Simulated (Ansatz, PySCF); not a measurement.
Process, species as SMILES: C1CCC1 [cyclobutane] + 4 C (CH4) -> 4 CC (C2H6)
Geometries: B3LYP-D3(BJ)/def2-TZVP minima from Ansatz (a first-principles code), one conformer each, not searched for the lowest. Frequencies are from PySCF.

Quantity: bond separation energy (enthalpy at 298 K, with B3LYP-D3(BJ) rigid-rotor harmonic-oscillator terms), in kJ/mol. Cores are frozen in the correlated levels unless marked. No spin-orbit coupling. No relativistic terms. CBS(X,Y): correlation extrapolated as X^-3; Hartree-Fock from the larger set. The bracket is a focal-point correction in the basis named.

```json
[
 {"level": "HF/6-31G*", "program": "Ansatz", "bond separation energy (kJ/mol)": "-81.0"}
]
```

What does RI-MP2/CBS(cc-pVTZ,cc-pVQZ)+[CCSD(T)-MP2]/cc-pVTZ (Ansatz) give?

-67.1 kJ/mol, so HF/6-31G* differs from it by -13.9 kJ/mol.
